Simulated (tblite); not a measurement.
C20H12 (non-alternant PAH with 5- and 7-rings), SMILES c1ccc2ccc3c4cc5cccc5c4ccc(c1)c23 at step 2 of a GFN2-xTB optimisation (tblite, gas phase), coordinates in Å:

```
  1 C     3.908    1.456   -0.248
  2 C     4.489    0.206   -0.248
  3 C     3.907   -1.013    0.090
  4 C     2.572   -1.281    0.235
  5 C     2.065   -2.612    0.297
  6 C     0.710   -2.526    0.150
  7 C     0.307   -1.148    0.082
  8 C    -1.030   -0.716   -0.105
  9 C    -2.024   -1.488   -0.617
 10 C    -3.222   -0.705   -0.623
 11 C    -4.533   -0.725   -0.931
 12 C    -5.088    0.582   -0.576
 13 C    -4.132    1.385   -0.059
 14 C    -2.914    0.604   -0.073
 15 C    -1.597    0.642    0.242
 16 C    -0.953    1.732    0.862
 17 C     0.382    1.924    0.911
 18 C     1.467    1.101    0.379
 19 C     2.637    1.844    0.168
 20 C     1.427   -0.326    0.204
 21 H     4.554    2.275   -0.558
 22 H     5.524    0.151   -0.561
 23 H     4.573   -1.865    0.124
 24 H     2.644   -3.529    0.381
 25 H     0.050   -3.376    0.144
 26 H    -1.959   -2.500   -0.974
 27 H    -5.072   -1.547   -1.351
 28 H    -6.115    0.839   -0.717
 29 H    -4.224    2.398    0.287
 30 H    -1.599    2.478    1.318
 31 H     0.688    2.832    1.433
 32 H     2.560    2.912    0.334
```

The gap is small, so a closed-shell solution may not be the true ground state; the numbers describe that solution.

What are the forces on the atoms (eV/Å)?


```
  1 C     0.23   -0.09   -0.12
  2 C     0.11    0.25   -0.20
  3 C    -0.03   -0.08   -0.04
  4 C     0.28    0.28    0.09
  5 C    -0.15    0.34   -0.02
  6 C    -0.08    0.13    0.03
  7 C     0.02    0.09    0.37
  8 C    -0.19    0.04   -0.06
  9 C    -0.20   -0.04    0.00
 10 C    -0.08    0.12   -0.06
 11 C    -0.20   -0.02   -0.05
 12 C    -0.04    0.08    0.01
 13 C     0.03   -0.18   -0.10
 14 C    -0.12   -0.15    0.02
 15 C     0.16   -0.31    0.05
 16 C     0.37   -0.10    0.11
 17 C     0.19   -0.22    0.04
 18 C     0.54   -0.18    0.35
 19 C    -0.15   -0.15    0.21
 20 C    -0.02   -0.09    0.00
 21 H    -0.02   -0.09    0.12
 22 H     0.07    0.09    0.08
 23 H     0.04   -0.07    0.00
 24 H    -0.14    0.52   -0.05
 25 H    -0.13    0.14   -0.10
 26 H     0.09    0.05    0.06
 27 H    -0.30   -0.07   -0.09
 28 H    -0.30    0.05   -0.04
 29 H    -0.05   -0.05   -0.02
 30 H     0.08   -0.10   -0.18
 31 H     0.22   -0.19   -0.32
 32 H    -0.19    0.03   -0.10
```
